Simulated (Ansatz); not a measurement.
C$_{3}$H$_{11}$GaO$_{2}$Si (`CCO[CH]([GaH2])O[SiH3]`), relaxed with RKS PBE0-D4/def2-TZVP in Ansatz 0.2.0 from a GFN2-xTB geometry. The force threshold is 0.005 eV/Å; the program also tests the step.

Total charge 0; spin multiplicity 1.

Start:

```xyz
18

C     1.098    1.820   -1.183
C    -0.173    1.475   -0.419
O     0.107    0.793    0.807
C     0.460   -0.600    0.729
Ga    0.004   -0.294    2.655
O    -0.726   -1.331    0.458
Si   -0.977   -2.275   -0.846
H     1.776    2.374   -0.538
H     1.604    0.922   -1.530
H     0.849    2.432   -2.046
H    -0.694    2.389   -0.125
H    -0.846    0.865   -1.031
H     1.212   -0.775   -0.045
H     0.665    0.858    3.484
H    -1.207   -1.126    3.186
H    -2.389   -2.573   -0.685
H    -0.086   -3.438   -0.797
H    -0.677   -1.519   -2.072
```

| step | energy (eV) | largest force (eV/Å) | largest move (Å) |
| --- | --- | --- | --- |
| 1 | -67623.9541 | 0.884 | 0.000 |
| 2 | -67624.2589 | 0.964 | 0.191 |
| 3 | -67624.4006 | 0.585 | 0.196 |
| 4 | -67624.4694 | 0.376 | 0.195 |
| 5 | -67624.5096 | 0.272 | 0.198 |
| 6 | -67624.5561 | 0.151 | 0.200 |
| 7 | -67624.5655 | 0.292 | 0.200 |
| 8 | -67624.5857 | 0.131 | 0.095 |
| 9 | -67624.5876 | 0.202 | 0.186 |
| 10 | -67624.5960 | 0.054 | 0.064 |
| 11 | -67624.5961 | 0.053 | 0.024 |
| 17 | -67624.5999 | 0.082 | 0.057 |
| 23 | -67624.6017 | 0.022 | 0.061 |
| 29 | -67624.6021 | 0.021 | 0.009 |
| 35 | -67624.6023 | 0.008 | 0.007 |
| 41 | -67624.6026 | 0.101 | 0.075 |
| 47 | -67624.6070 | 0.070 | 0.107 |
| 53 | -67624.6213 | 0.041 | 0.098 |
| 59 | -67624.6471 | 0.344 | 0.196 |
| 65 | -67624.6994 | 0.093 | 0.082 |
| 71 | -67624.7038 | 0.083 | 0.062 |
| 77 | -67624.7061 | 0.176 | 0.063 |
| 83 | -67624.7163 | 0.190 | 0.097 |
| 89 | -67624.7489 | 0.107 | 0.034 |
| 95 | -67624.7511 | 0.018 | 0.012 |
| 97 | -67624.7511 | 0.004 | 0.005 |

End:

```xyz
18

C     0.729    2.596   -0.775
C    -0.321    1.520   -0.938
O    -0.410    0.684    0.213
C     0.505   -0.361    0.248
Ga    0.470   -1.205    2.094
O     0.168   -1.368   -0.728
Si   -1.058   -2.361   -0.300
H     0.513    3.211    0.101
H     1.728    2.169   -0.657
H     0.748    3.242   -1.656
H    -1.310    1.967   -1.056
H    -0.127    0.905   -1.823
H     1.503   -0.018   -0.052
H     1.538   -2.326    2.370
H    -0.432   -0.617    3.232
H    -2.420   -1.843   -0.575
H    -0.956   -2.502    1.215
H    -0.870   -3.693   -0.915
```

Hardware: 2 threads of an AMD EPYC 7R13 on a shared host and a share of an NVIDIA H100 80 GB. Wall time 5.1 min, peak host memory 1 GiB.
